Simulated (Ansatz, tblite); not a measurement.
System: H₂B (cation, charge +1), singlet: symmetric bend, bond length relaxed. Scanned: H-B-H angle. Other coordinates (B-H bond length) were minimised at B3LYP/def2-TZVP. Each profile is relative to its own lowest point.

```json
[
 {"a / °": "180", "A": "0.0", "B": "0.0", "C": "0.0"},
 {"a / °": "170.44", "A": "0.4", "B": "2.9", "C": "3.1"},
 {"a / °": "159.50", "A": "2.4", "B": "13.3", "C": "14.4"},
 {"a / °": "149.46", "A": "6.2", "B": "29.8", "C": "32.3"},
 {"a / °": "140.05", "A": "12.3", "B": "51.5", "C": "55.7"},
 {"a / °": "130.40", "A": "22.0", "B": "80.3", "C": "87.0"},
 {"a / °": "120.80", "A": "36.0", "B": "116.0", "C": "125.7"},
 {"a / °": "109.89", "A": "58.3", "B": "165.8", "C": "179.8"},
 {"a / °": "101.14", "A": "82.3", "B": "213.5", "C": "231.8"},
 {"a / °": "91.80", "A": "115.3", "B": "272.7", "C": "296.6"},
 {"a / °": "80.97", "A": "165.2", "B": "353.1", "C": "384.8"},
 {"a / °": "72.15", "A": "217.1", "B": "428.0", "C": "468.0"}
]
```

Energies in kJ/mol.

Question: Match the curves with the methods full CI/cc-pVTZ, frozen core run with Ansatz (an electronic-structure program); GFN2-xTB, 300 K electronic temperature run with tblite 0.5.0; RHF/cc-pVTZ (Ansatz).

Answer: A is GFN2-xTB; B is FCI/cc-pVTZ; C is RHF/cc-pVTZ.

The scan ran from 180.0 to 60.0; beyond the range shown the relaxed coordinates jump or full CI changes its symmetry label.
